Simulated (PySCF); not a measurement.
## NMR parameters of RuO4(NH3)

RuO4(NH3), H3NO4Ru, point group C3.

Geometry (Å), atoms numbered from 1 in this order:
```xyz
9

Ru    0.007    0.002    1.200
O     0.015    0.003    2.866
N    -0.007   -0.001   -1.341
H     0.511   -0.798   -1.709
H     0.419    0.847   -1.712
H    -0.959   -0.056   -1.701
O     1.630    0.006    0.791
O    -0.812    1.406    0.802
O    -0.804   -1.408    0.804
```

GIAO calculations in PySCF 2.14.0 with density-fitted response routines on the PBE0-D3(BJ)/def2-SVP structure: isolated species, scalar relativity only through the core potential, equivalent atoms averaged; basis pcSseg-1 (def2-TZVP on Ru).

(1) Give the isotropic shieldings (ppm) with PBE0, wB97X-D.

(2) And the chemical shifts, against references computed in the same way?

(3) Which part of the shielding of O7/O8/O9 depends on the functional?

Answers

(1) 
```tsv
atoms	environment	PBE0	wB97X-D
O7/O8/O9	oxygen bonded to Ru	-965.1	-1003.3
O2	oxygen bonded to Ru	-947.0	-966.7
N3	nitrogen bonded to Ru, 3 H	222.9	224.1
H4/H5/H6	hydrogen on a nitrogen bonded to Ru	30.70	30.86
HOMO–LUMO gap (eV)	–	4.28	7.82
```

(2) 
```tsv
atoms	nucleus, reference	PBE0	wB97X-D
O7/O8/O9	¹⁷O, H2O	1299.7	1336.5
O2	¹⁷O, H2O	1281.6	1299.9
N3	¹⁵N, NH3	42.8	39.9
H4/H5/H6	¹H, TMS	0.57	0.52
```

(3) Diamagnetic: PBE0 400, wB97X-D 401 ppm; paramagnetic: PBE0 -1365, wB97X-D -1404 ppm. The diamagnetic part, set mainly by inner electrons, hardly moves; the paramagnetic part goes with low-lying magnetically allowed excitations and carries the spread.

Ru is described by an effective core potential, so it has no shielding of its own here; spin–orbit effects on the atoms bonded to it, which can be large, are absent, and the values of these neighbours are rough. Unscaled 17O shifts of doubly bonded oxygen tend to come out too high, by tens of ppm or more. Experimental scales use liquid or dissolved standards, which lie at an offset from isolated NH3 (liquid NH3: subtract about 20 ppm) and H2O (liquid H2O: subtract about 36 ppm).
